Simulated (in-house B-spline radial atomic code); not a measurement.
Radial electron density of Mn VI (Mn5+), [Ar] 3d2. All numbers are computed (scalar-relativistic (X2C) BHandHLYP, spin-polarised, spherical fractional occupations, exact exchange averaged over the configuration; Fermi nucleus of rms radius 3.7057 fm) with a B-spline radial code for spherical atoms, not measured.

Columns: r (bohr), 4πr²n(r) (electrons per bohr), bar.

```
  0.0023   0.7998 #
 0.00275    1.096 #
 0.00328     1.49 ##
 0.00391    2.015 ###
 0.00466    2.708 ####
 0.00556    3.622 #####
 0.00663    4.802 ######
 0.00791     6.31 ########
 0.00943    8.188 ###########
  0.0112    10.43 ##############
  0.0134    13.19 #################
   0.016    16.32 ######################
  0.0191     19.7 ##########################
  0.0228    23.13 ###############################
  0.0271    26.19 ###################################
  0.0324    28.66 ######################################
  0.0386    29.98 ########################################
   0.046    29.93 ########################################
  0.0549    28.54 ######################################
  0.0655    26.29 ###################################
  0.0781    24.14 ################################
  0.0932    23.23 ###############################
   0.111    24.37 ################################
   0.133    27.57 ####################################
   0.158    31.19 #########################################
   0.189    33.32 ############################################
   0.225     31.9 ##########################################
   0.268     26.7 ###################################
    0.32    19.44 ##########################
   0.381    13.46 ##################
   0.455    10.91 ##############
   0.543    11.77 ################
   0.647    13.53 ##################
   0.772    13.58 ##################
   0.921    11.08 ###############
     1.1    7.185 #########
    1.31    3.712 #####
    1.56    1.502 ##
    1.86   0.4654 #
    2.22   0.1084 
    2.65   0.0184 
    3.16 0.002187
```

On this grid the curve has 3 maxima, near 0.0386, 0.189, 0.772 bohr.

The 3p up radial function P(r) = rR(r), positive near the nucleus:

| r (bohr) | P |
| --- | --- |
| 0.00275 | 0.00161 |
| 0.00391 | 0.003097 |
| 0.00556 | 0.005955 |
| 0.00791 | 0.01142 |
| 0.0112 | 0.02153 |
| 0.016 | 0.04068 |
| 0.0228 | 0.07486 |
| 0.0324 | 0.1327 |
| 0.046 | 0.2241 |
| 0.0655 | 0.3545 |
| 0.0932 | 0.5054 |
| 0.133 | 0.6151 |
| 0.189 | 0.5641 |
| 0.268 | 0.2356 |
| 0.381 | -0.3658 |
| 0.543 | -0.9742 |
| 0.772 | -1.175 |
| 1.1 | -0.8574 |
| 1.56 | -0.3746 |
| 2.22 | -0.08446 |
| 3.16 | -0.007582 |
